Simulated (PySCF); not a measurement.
## ¹⁷O chemical shifts

Non-relativistic, no solvent model, fast rotation and ring inversion assumed for equivalent nuclei, a single conformation. PBE0/pcSseg-1 with gauge-including orbitals; geometry: PBE0-D3(BJ)/def2-SVP; PySCF.

Shieldings were converted by a linear fit to measured shifts: ¹⁷O (scatter 14.2 ppm rms vs liquid water, solution or neat liquid). A few per cent of atoms miss by over 2 rms, more outside the fitted compound classes.

Q: Give the ¹⁷O shifts of `COCC(C)(C)[SiH2]N`, `CC(C)O[SiH2]N(C)C`.

A: 
```csv
compound,environment,δ (ppm)
COCC(C)(C)[SiH2]N,ether oxygen,-10.6
CC(C)O[SiH2]N(C)C,"oxygen bonded to C, Si",62.0
```

Q: Match the shifts 561.2, 35.0, -8.3 ppm to `O=Cc1cccc2c1C=C[SiH2]2`, `CC(C)[Si@H](O)N(C)C`, `C=Cc1cccc(F)c1O[SiH3]`.

A: 561.2: O=Cc1cccc2c1C=C[SiH2]2 (aldehyde oxygen); 35.0: C=Cc1cccc(F)c1O[SiH3] (oxygen bonded to C, Si); -8.3: CC(C)[Si@H](O)N(C)C (oxygen bonded to Si, H).
